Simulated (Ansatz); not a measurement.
Geometry optimisation, DFT PBE-D3(BJ), scalar-relativistic, plane waves, PAW (Ansatz 0.2.0).

Input file:

```yaml
crystal:
  lattice:
    - [5.727565, 0.0, 0.0]
    - [2.863782, 4.960217, 0.0]
    - [0.0, 0.0, 17.676537]
  atoms:
    - { symbol: Al, position: [0.1666667, 0.1666667, 0.0565722] }
    - { symbol: Al, position: [0.6666667, 0.1666667, 0.0565722] }
    - { symbol: Al, position: [0.1666667, 0.6666667, 0.0565722] }
    - { symbol: Al, position: [0.6666667, 0.6666667, 0.0565722] }
    - { symbol: Al, position: [-0.1666667, 0.3333333, 0.1888531] }
    - { symbol: Al, position: [0.3333333, 0.3333333, 0.1888531] }
    - { symbol: Al, position: [-0.1666667, 0.8333333, 0.1888531] }
    - { symbol: Al, position: [0.3333333, 0.8333333, 0.1888531] }
    - { symbol: Al, position: [0.0, 0.0, 0.321134] }
    - { symbol: Al, position: [0.5, 0.0, 0.321134] }
    - { symbol: Al, position: [0.0, 0.5, 0.321134] }
    - { symbol: Al, position: [0.5, 0.5, 0.321134] }
    - { symbol: C, position: [0.4917086, 0.0117958, 0.481799] }
    - { symbol: H, position: [0.6683413, 0.0180324, 0.461433] }
    - { symbol: H, position: [0.3081946, 0.187994, 0.461433] }
    - { symbol: H, position: [0.496875, -0.1706994, 0.461433] }
    - { symbol: H, position: [0.4917086, 0.0117958, 0.5434626] }
basis:
  ecutwfc: 420.0
kpoints:
  mp_grid: { grid: [3, 3, 1] }
hamiltonian:
  xc: pbe
  dispersion: d3bj
scf:
  occupations: { method: gaussian, width: 0.1 }
  lower_state_search: "off"
relax:
  f_tol: 0.03
  max_steps: 60
  adjacent_minimum: "off"
  constraints: [{ sites: [0, 1, 2, 3] }]
```

Launched with:

```bash
$ ansatz run input.yaml --threads 1 --pin off --max-ram 3072MiB --backend cpu --events-out ev --progress --plain --runs-dir out
```

Question: Where does it end, and by what steps?

Answer: It converged. Limits of this set-up: coarse k mesh, thin slab, slab without dipole correction. After 7 steps the energy has fallen by 0.197 eV; H17 moved furthest, 0.78 Å.

| step | energy less start (eV) | largest force component (eV/Å) | accepted |
| --- | --- | --- | --- |
| 0 | 0.0000 | 0.377 | yes |
| 1 | -0.1220 | 0.127 | yes |
| 2 | -0.1682 | 0.084 | yes |
| 3 | -0.1895 | 0.109 | yes |
| 4 | -0.1963 | 0.076 | yes |
| 5 | -0.1971 | 0.055 | yes |
| 6 | -0.1972 | 0.037 | yes |
| 7 | -0.1972 | 0.006 | yes |

```xyz
17
Lattice="5.7276 0.0000 0.0000 2.8638 4.9602 0.0000 0.0000 0.0000 17.6765" Properties=species:S:1:pos:R:3
Al 1.432 0.827 1.000
Al 4.296 0.827 1.000
Al 2.864 3.307 1.000
Al 5.728 3.307 1.000
Al 0.000 1.654 3.348
Al 2.864 1.654 3.345
Al 1.432 4.134 3.345
Al 4.295 4.133 3.345
Al 0.000 0.001 5.694
Al 2.864 0.000 5.686
Al 1.431 2.480 5.694
Al 4.296 2.479 5.694
C 2.850 0.049 9.286
H 3.883 0.040 8.920
H 2.341 0.946 8.915
H 2.328 -0.843 8.919
H 2.848 0.051 10.382
```

The run took 57 s on 1 thread of Arm Neoverse V1 (shared host), peak memory 0.54 GiB.
